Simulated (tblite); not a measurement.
Start geometry of `C/C=C/C=C\S([O])(=O)=O` [radical] from a force field or distance geometry (Å):
```
atom  x, y, z in Å
C1    -2.760    0.632   -0.414
C2    -1.695   -0.385   -0.300
C3    -0.426   -0.100    0.088
C4     0.606   -1.085    0.193
C5     1.885   -0.908    0.573
S6     2.583    0.644    0.989
O7     2.429    1.462   -0.215
O8     3.980    0.299    1.304
O9     1.816    1.089    2.146
H10   -3.600    0.385    0.263
H11   -2.421    1.640   -0.166
H12   -3.156    0.648   -1.436
H13   -1.972   -1.413   -0.512
H14   -0.165    0.935    0.312
H15    0.311   -2.104   -0.032
H16    2.576   -1.730    0.631
```

Question: What comes out of this run: GFN2-xTB geometry optimisation, gas phase (tblite)?

Answer: 
```
atom  x, y, z in Å
C1    -2.649    0.700   -0.449
C2    -1.632   -0.366   -0.304
C3    -0.392   -0.158    0.166
C4     0.594   -1.189    0.274
C5     1.865   -1.000    0.593
S6     2.478    0.720    0.885
O7     1.904    1.566   -0.125
O8     3.905    0.579    0.891
O9     1.814    0.726    2.188
H10   -3.501    0.489    0.199
H11   -2.238    1.672   -0.193
H12   -3.026    0.723   -1.471
H13   -1.940   -1.360   -0.605
H14   -0.080    0.821    0.494
H15    0.270   -2.200    0.032
H16    2.620   -1.715    0.849
```

The energy falls by 7.3 kcal/mol over 90 L-BFGS steps, the largest force on an atom goes from 3.00 to 0.008 eV/Å, and the atoms move by 0.248 Å rms after alignment. The bond that changes most is C5–S6 (ends: carbon bonded to C, S and H; sulfur bonded to C and 3 O), which lengthens by 0.098 Å. Bonds longer at the end by more than 0.005 Å: 2 of 15; shorter: 8. Among the angles that change most is C5–S6–O9, from 104.4° to 89.6°. Among the dihedrals that turn most is H16–C5–S6–O7, from 119° to 146°. Rotational constants go from 3502, 704.9, 664.4 to 3399, 770.7, 713.0 MHz. The orientation of the end geometry is arbitrary; only internal coordinates are fixed.

Time: 0.52 s. Hardware: one thread of an Arm Neoverse V2, shared host.

Its GFN2-xTB frequencies are all real (lowest 30 cm⁻¹).

One conformer stands for the species.

All values are computed, not measured.
